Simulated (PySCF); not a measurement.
PySCF 2.14 output of an unrestricted r2SCAN calculation on a single atom or ion in x2c-TZVPPall with one added diffuse shell each of s, p, d, f type (9s7p7d3f1g, 95 functions), with the spin-free X2C one-electron Hamiltonian (Gaussian nucleus):

```
SCF conv_tol = 1e-09
number electrons alpha = 24  beta = 22
    J. W. Furness, A. D. Kaplan, J. Ning, J. P. Perdew, and J. Sun.,  J. Phys. Chem. Lett. 11, 8208-8215 (2020)
    J. W. Furness, A. D. Kaplan, J. Ning, J. P. Perdew, and J. Sun.,  J. Phys. Chem. Lett. 11, 9248-9248 (2020)
    J. W. Furness, A. D. Kaplan, J. Ning, J. P. Perdew, and J. Sun.,  J. Phys. Chem. Lett. 11, 8208-8215 (2020)
    J. W. Furness, A. D. Kaplan, J. Ning, J. P. Perdew, and J. Sun.,  J. Phys. Chem. Lett. 11, 9248-9248 (2020)
cycle= 1 E= -5592.39540282016  delta_E= -0.011  |g|= 0.0446  |ddm|= 0.163
cycle= 2 E= -5592.39553948492  delta_E= -0.000137  |g|= 0.0136  |ddm|= 0.0252
cycle= 3 E= -5592.39555014477  delta_E= -1.07e-05  |g|= 0.00465  |ddm|= 0.00621
cycle= 4 E= -5592.39555322666  delta_E= -3.08e-06  |g|= 0.000519  |ddm|= 0.00256
cycle= 5 E= -5592.39555329312  delta_E= -6.65e-08  |g|= 2.45e-05  |ddm|= 0.000611
cycle= 6 E= -5592.39555329339  delta_E= -2.64e-10  |g|= 1.94e-06  |ddm|= 5.81e-05
converged SCF energy = -5592.39555329339  <S^2> = 2.0008741  2S+1 = 3.0005827
```

The run itself started from symmetry-adapted Hartree-Fock orbitals and held the occupation by maximum overlap, on a logarithmic radial grid, so the iterations belong to that start.

Problem. Which element, charge and spin multiplicity is this?

Solution. Cd²⁺ (cadmium, charge +2), multiplicity 3; the state was [Kr] 4d9 5p1, one real determinant (an excited configuration).

⟨L²⟩ = 8.02 against 12 for a pure F term, so this real determinant mixes terms.
